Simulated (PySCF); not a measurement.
How the method moves the HOMO and LUMO of `[SiH3]S[Si@@H]([SiH3])S`

Species: H8S2Si3.
Cartesian coordinates in Å at the PBE0-D3(BJ)/def2-SVP level; atoms count from 1:
```
atom  x, y, z in Å
Si1    2.4467    0.3107   -0.2702
S2     0.7930   -0.1870   -1.5541
Si3   -0.6097   -0.7283    0.0000
Si4   -1.9004    1.1528    0.5112
S5    -1.9514   -2.2360   -0.7135
H6     2.0109    1.2475    0.8093
H7     3.4616    0.9724   -1.1371
H8     3.0280   -0.9110    0.3602
H9     0.1903   -1.2102    1.1712
H10   -2.9191    0.8535    1.5637
H11   -2.5843    1.6076   -0.7357
H12   -0.9845    2.2281    0.9993
H13   -0.9792   -3.1309   -1.0011
```

Basis pcSseg-1 throughout (PySCF), one geometry. Isolated species at its PBE0-D3(BJ)/def2-SVP geometry (one conformer only).

Q: How do the orbital energies, the gap and the dipole change with the method?

A: 
```json
{"method": "BLYP", "kind": "GGA", "HOMO (eV)": "-6.03", "LUMO (eV)": "-1.14", "gap (eV)": "4.89", "μ (D)": "1.54", "SCF cycles": "13"}
{"method": "B97-D", "kind": "GGA", "HOMO (eV)": "-6.19", "LUMO (eV)": "-1.19", "gap (eV)": "5.00", "μ (D)": "1.65", "SCF cycles": "13"}
{"method": "PBE", "kind": "GGA", "HOMO (eV)": "-6.22", "LUMO (eV)": "-1.33", "gap (eV)": "4.89", "μ (D)": "1.62", "SCF cycles": "14"}
{"method": "OPBE", "kind": "GGA", "HOMO (eV)": "-6.25", "LUMO (eV)": "-1.20", "gap (eV)": "5.05", "μ (D)": "1.73", "SCF cycles": "13"}
{"method": "KT2", "kind": "GGA", "HOMO (eV)": "-6.29", "LUMO (eV)": "-1.43", "gap (eV)": "4.86", "μ (D)": "1.62", "SCF cycles": "14"}
{"method": "KT3", "kind": "GGA", "HOMO (eV)": "-6.29", "LUMO (eV)": "-1.30", "gap (eV)": "4.99", "μ (D)": "1.60", "SCF cycles": "14"}
{"method": "LDA", "kind": "LDA", "HOMO (eV)": "-6.30", "LUMO (eV)": "-1.54", "gap (eV)": "4.76", "μ (D)": "1.70", "SCF cycles": "13"}
{"method": "BP86", "kind": "GGA", "HOMO (eV)": "-6.33", "LUMO (eV)": "-1.42", "gap (eV)": "4.91", "μ (D)": "1.65", "SCF cycles": "13"}
{"method": "B3LYP", "kind": "global hybrid", "HOMO (eV)": "-7.13", "LUMO (eV)": "-0.66", "gap (eV)": "6.47", "μ (D)": "1.71", "SCF cycles": "11"}
{"method": "B97-2", "kind": "global hybrid", "HOMO (eV)": "-7.16", "LUMO (eV)": "-0.52", "gap (eV)": "6.64", "μ (D)": "1.81", "SCF cycles": "11"}
{"method": "PBE0", "kind": "global hybrid", "HOMO (eV)": "-7.38", "LUMO (eV)": "-0.53", "gap (eV)": "6.86", "μ (D)": "1.82", "SCF cycles": "12"}
{"method": "mPW1PW91", "kind": "global hybrid", "HOMO (eV)": "-7.41", "LUMO (eV)": "-0.52", "gap (eV)": "6.89", "μ (D)": "1.84", "SCF cycles": "11"}
{"method": "BHandHLYP", "kind": "global hybrid", "HOMO (eV)": "-8.38", "LUMO (eV)": "0.43", "gap (eV)": "8.81", "μ (D)": "1.89", "SCF cycles": "11"}
{"method": "CAM-B3LYP", "kind": "range-separated hybrid", "HOMO (eV)": "-8.60", "LUMO (eV)": "0.58", "gap (eV)": "9.18", "μ (D)": "1.85", "SCF cycles": "11"}
{"method": "wB97X-D", "kind": "range-separated hybrid", "HOMO (eV)": "-9.19", "LUMO (eV)": "1.17", "gap (eV)": "10.36", "μ (D)": "1.97", "SCF cycles": "12"}
{"method": "LC-wPBE", "kind": "range-separated hybrid", "HOMO (eV)": "-9.97", "LUMO (eV)": "1.60", "gap (eV)": "11.58", "μ (D)": "2.06", "SCF cycles": "12"}
{"method": "HF", "kind": "Hartree–Fock", "HOMO (eV)": "-10.01", "LUMO (eV)": "2.70", "gap (eV)": "12.71", "μ (D)": "2.12", "SCF cycles": "10"}
```

The HOMO spans 3.98 eV, from BLYP down to HF, and the gap runs from 4.76 eV (LDA) to 12.71 eV (HF). Over the methods BLYP (0 %), B97-D (0 %), PBE (0 %), OPBE (0 %), KT2 (0 %), KT3 (0 %), LDA (0 %), BP86 (0 %), B3LYP (20 %), B97-2 (21 %), PBE0 (25 %), mPW1PW91 (25 %), BHandHLYP (50 %), HF (100 %), a straight line through the gap against the share of exact exchange rises by 0.78 eV for each 10 % (correlation coefficient 0.999). The dipole ranges from 1.54 D (BLYP) to 2.12 D (HF). This basis has no diffuse functions.
